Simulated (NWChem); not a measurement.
System: C₂H₈Hf; SMILES [CH3][HfH2][CH3]

Parts of the log:

```
             Northwest Computational Chemistry Package (NWChem) 7.3.0
             --------------------------------------------------------

 C2V symmetry detected

                             Geometry "geometry" -> ""
                             -------------------------

 Output coordinates in angstroms (scale by  1.889725989 to convert to a.u.)

  No.       Tag          Charge          X              Y              Z
 ---- ---------------- ---------- -------------- -------------- --------------
    1 Hf                  72.0000     0.00000000     0.00000000    -0.24672374
    2 C                    6.0000     1.76948600     0.00000000     1.05183926
    3 H                    1.0000     1.81007500    -0.89139000     1.70557026
    4 H                    1.0000     1.81007500     0.89139000     1.70557026
    5 H                    1.0000     2.69158500     0.00000000     0.43880326
    6 C                    6.0000    -1.76948600     0.00000000     1.05183926
    7 H                    1.0000    -1.81007500     0.89139000     1.70557026
    8 H                    1.0000    -1.81007500    -0.89139000     1.70557026
    9 H                    1.0000    -2.69158500     0.00000000     0.43880326
   10 H                    1.0000     0.00000000     1.55282700    -1.27892474
   11 H                    1.0000     0.00000000    -1.55282700    -1.27892474

 Effective nuclear repulsion energy (a.u.)     366.8674356957

      Symmetry information
      --------------------

 Group name             C2v
 Group number             16
 Group order               4
 No. of unique centers     5

                                 NWChem DFT Module
                                 -----------------

 Summary of "ao basis" -> "ao basis" (spherical)
 ------------------------------------------------------------------------------
       Tag                 Description            Shells   Functions and Types
 ---------------- ------------------------------  ------  ---------------------
 Hf                        def2-svpd                13       35   6s4p2d1f
 C                         def2-svpd                 8       20   4s2p2d
 H                         def2-svpd                 4        8   2s2p

      Symmetry analysis of basis
      --------------------------

        a1         50
        a2         21
        b1         38
        b2         30

[...]

                                NWChem TDDFT Module
                                -------------------

            General Information
            -------------------
           No. of orbitals :     278
            Alpha orbitals :     139
             Beta orbitals :     139
        Alpha frozen cores :       0
         Beta frozen cores :       0
     Alpha frozen virtuals :       0
      Beta frozen virtuals :       0
         Spin multiplicity :       1
    Number of AO functions :     139
        Use of symmetry is : off
      Symmetry adaption is : on
         Schwarz screening :  0.10D-07

              XC Information
              --------------
                  PBE0 Method XC Functional
              Hartree-Fock (Exact) Exchange   0.25
   PerdewBurkeErnzerhof Exchange Functional   0.75
     Perdew 1991 LDA Correlation Functional   1.00 local
    PerdewBurkeErnz. Correlation Functional   1.00 non-local

             TDDFT Information
             -----------------
          Calculation type : Tamm-Dancoff TDDFT
         Wavefunction type : Restricted singlets
          No. of electrons :      32
           Alpha electrons :      16
            Beta electrons :      16
              No. of roots :       6
          Max subspacesize :    5200
            Max iterations :     100
               Target root :       1
           Target symmetry : none
      Symmetry restriction : off
                 Algorithm : Optimal
        Davidson threshold :  0.10D-03

    6 smallest eigenvalue differences (eV)
--------------------------------------------------------
  No. Spin  Occ  Vir  Irrep   E(Occ)    E(Vir)   E(Diff)
--------------------------------------------------------
    1    1   16   17 b2       -0.287    -0.052     6.400
    2    1   15   17 a1       -0.288    -0.052     6.404
    3    1   14   17 b1       -0.288    -0.052     6.416
    4    1   16   18 b1       -0.287    -0.048     6.507
    5    1   15   18 a2       -0.288    -0.048     6.511
    6    1   14   18 b2       -0.288    -0.048     6.523
--------------------------------------------------------

  Entering Davidson iterations
  Restricted singlet excited states

  Iter   NTrls   NConv    DeltaV     DeltaE      Time
  ----  ------  ------  ---------  ---------  ---------
    1      6       0     0.53E-01   0.10+100       34.4
    2     12       0     0.20E-01   0.41E-02       37.3
    3     18       0     0.74E-02   0.71E-03       36.3
    4     24       0     0.39E-02   0.12E-03       37.8
    5     30       1     0.17E-02   0.29E-04       38.3
    6     35       5     0.58E-03   0.43E-05       33.9
    7     36       5     0.17E-03   0.52E-06       17.8
    8     37       6     0.73E-04   0.50E-07       17.9
  ----  ------  ------  ---------  ---------  ---------
  Convergence criterion met

  Ground state a1       -128.804881225401 a.u.

  ----------------------------------------------------------------------------
  Root   1 singlet b2             0.166433135 a.u.                4.5289 eV
  ----------------------------------------------------------------------------
     Transition Moments    X -0.00000   Y  0.00697   Z -0.00000
     Dipole Oscillator Strength                    0.0000053856
     Electric Quadrupole                           0.0000000164
     Magnetic Dipole                               0.0000077283
     Total Oscillator Strength                     0.0000131304

[...]
```

Level: PBE0/def2-SVPD with def2 effective core potentials on Hf, TDA. The geometry was optimised at PBE0/def2-SVP. No frequency run checked for a minimum. def2 effective core potentials on Hf; no spin-orbit coupling.

### Question
Write an input that gives this output.

### Answer
This is not unique; one that fits is the input that was run:
```
start job
memory heap 200 mb stack 900 mb global 1100 mb
geometry units angstroms noautoz
  Hf     0.000000     0.000000    -0.303192
  C      1.769486     0.000000     0.995371
  H      1.810075    -0.891390     1.649102
  H      1.810075     0.891390     1.649102
  H      2.691585     0.000000     0.382335
  C     -1.769486     0.000000     0.995371
  H     -1.810075     0.891390     1.649102
  H     -1.810075    -0.891390     1.649102
  H     -2.691585     0.000000     0.382335
  H      0.000000     1.552827    -1.335393
  H      0.000000    -1.552827    -1.335393
end
basis spherical
  * library def2-svpd
end
ecp
  Hf library def2-ecp
end
dft
  xc pbe0
  iterations 150
end
tddft
  cis
  nroots 6
  notriplet
end
task tddft energy
```
